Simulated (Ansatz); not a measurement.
Frontier orbitals of C2H6S2Zn (`C[S][Zn][S]C`).

```xyz
11

C    -0.481    2.343    1.583
S    -1.537    0.857    1.628
Zn   -0.258   -0.647    0.749
S     1.013   -2.171   -0.108
C     0.583   -2.088   -1.879
H     0.422    2.215    2.177
H    -0.217    2.621    0.564
H    -1.069    3.150    2.020
H     1.193   -2.841   -2.378
H    -0.466   -2.325   -2.050
H     0.817   -1.115   -2.307
```

Charge 0, multiplicity 1. For Zn the d shell is correlated and the shells below it are frozen. Scalar relativity is left out up to krypton. The structure was optimised at the PBE0-D4/def2-TZVP level. It is one conformer, not always the lowest. Basis def2-TZVPP, Ansatz.

```json
{"functional": "PBE", "HOMO (eV)": "-5.62", "LUMO (eV)": "-1.57", "gap (eV)": "4.05"}
{"functional": "revPBE", "HOMO (eV)": "-5.56", "LUMO (eV)": "-1.45", "gap (eV)": "4.11"}
{"functional": "BLYP", "HOMO (eV)": "-5.46", "LUMO (eV)": "-1.50", "gap (eV)": "3.96"}
{"functional": "r2SCAN", "HOMO (eV)": "-5.86", "LUMO (eV)": "-1.29", "gap (eV)": "4.57"}
{"functional": "PBE0", "HOMO (eV)": "-6.78", "LUMO (eV)": "-0.77", "gap (eV)": "6.01"}
{"functional": "r2SCANh", "HOMO (eV)": "-6.29", "LUMO (eV)": "-1.01", "gap (eV)": "5.28"}
{"functional": "ωB97M-V", "HOMO (eV)": "-8.97", "LUMO (eV)": "0.76", "gap (eV)": "9.73"}
```

Q: What is the vertical ionisation energy at frozen-core CCSD(T)/def2-TZVPP? (Best estimate.)

A: Ansatz gave: 8.85 eV (T1 of the cation 0.016).

A quarter of exact exchange (PBE0) shifts PBE's HOMO by −1.17 eV and its LUMO by +0.80 eV; full exchange at long range (ωB97M-V) shifts them by −3.35 and +2.33 eV. The gap opens from 4.05 to 9.73 eV, since occupied levels lose self-interaction and empty ones feel all the electrons. A positive LUMO is unbound and depends on the basis. −ε(HOMO) differs from that ionisation energy by −3.23 eV with PBE and +0.12 eV with ωB97M-V.
